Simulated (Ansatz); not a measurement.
`N[SiH2][GeH3]` and `Cl[SiH2][GeH3]` differ in one atom or group.

Ansatz, PBE0-D4/def2-TZVP geometries, multiplicity 1. Each molecule was computed in one conformer, which needn't be the lowest.

Scalar relativity is left out up to krypton.

```tsv
property	`N[SiH2][GeH3]`
size of the dipole moment (ωB97M-V/def2-TZVPP) / D	1.59
LUMO energy (PBE0/def2-TZVPP) / eV	-0.02
HOMO energy (B3LYP/def2-TZVPP) / eV	-7.13
HOMO–LUMO gap (PBE/def2-TZVPP) / eV	5.17
LUMO energy (B3LYP/def2-TZVPP) / eV	-0.25
HOMO–LUMO gap (B3LYP/def2-TZVPP) / eV	6.88
```

(1) Give the same properties after the change, and the shifts. (An estimate is asked.)

## Answers

(1) The calculation gave: 
| property | `Cl[SiH2][GeH3]` | shift |
| --- | --- | --- |
| size of the dipole moment (ωB97M-V/def2-TZVPP) / D | 1.25 | -0.34 |
| LUMO energy (PBE0/def2-TZVPP) / eV | -0.44 | -0.42 |
| HOMO energy (B3LYP/def2-TZVPP) / eV | -7.94 | -0.81 |
| HOMO–LUMO gap (PBE/def2-TZVPP) / eV | 5.69 | 0.52 |
| LUMO energy (B3LYP/def2-TZVPP) / eV | -0.62 | -0.37 |
| HOMO–LUMO gap (B3LYP/def2-TZVPP) / eV | 7.32 | 0.44 |

With PBE0 the HOMO falls by 0.81 eV and the LUMO falls by 0.42 eV, so the gap widens by about 0.39 eV. PBE moves the HOMO by -0.98 eV and ωB97M-V by -0.63 eV. The zero-point energy changes by -63.5 kJ/mol with -6 modes. Dipoles are sizes alone; their direction can turn.

B3LYP here is the variant with VWN-RPA as its local correlation; programs differ in this.
